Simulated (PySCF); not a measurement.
SeFBr, SMILES F[Se]Br.

Coordinates come from a ωB97X-D3(BJ)/def2-TZVP optimisation.

Calculation: TDDFT-PBE0/def2-SVPD run with PySCF.

Vertical excitations. The molecule is in vacuum. State labels are in the subgroup Cs.

| state | symmetry | energy (eV) | λ (nm) | f | main pairs |
|---|---|---|---|---|---|
| S1 | A" | 2.70 | 459 | 0.001 | HOMO→LUMO 97 % |
| S2 | A" | 3.14 | 395 | 0.000 | HOMO→LUMO+1 97 % |
| S3 | A' | 5.15 | 241 | 0.003 | HOMO−1→LUMO 97 % |
| S4 | A" | 5.50 | 225 | 0.000 | HOMO−2→LUMO 99 % |
| S5 | A' | 5.88 | 211 | 0.007 | HOMO−1→LUMO+1 87 % |
| S6 | A" | 5.97 | 208 | 0.000 | HOMO−2→LUMO+1 98 % |
| S7 | A" | 6.37 | 195 | 0.016 | HOMO→LUMO+2 98 % |
| S8 | A' | 6.80 | 182 | 0.009 | HOMO−3→LUMO+1 88 % |
| S9 | A" | 7.10 | 175 | 0.041 | HOMO→LUMO+3 97 % |
| S10 | A' | 7.42 | 167 | 0.184 | HOMO→LUMO+4 91 % |
| T1 | A" | 2.01 | 616 | 0 | HOMO→LUMO 96 % |
| T2 | A" | 2.29 | 542 | 0 | HOMO→LUMO+1 94 % |
| T3 | A' | 4.49 | 276 | 0 | HOMO−1→LUMO 95 % |
| T4 | A" | 4.88 | 254 | 0 | HOMO−2→LUMO 94 % |
Triplets are in the Tamm–Dancoff approximation, which puts them higher than full response would, so one can lie above its singlet here.
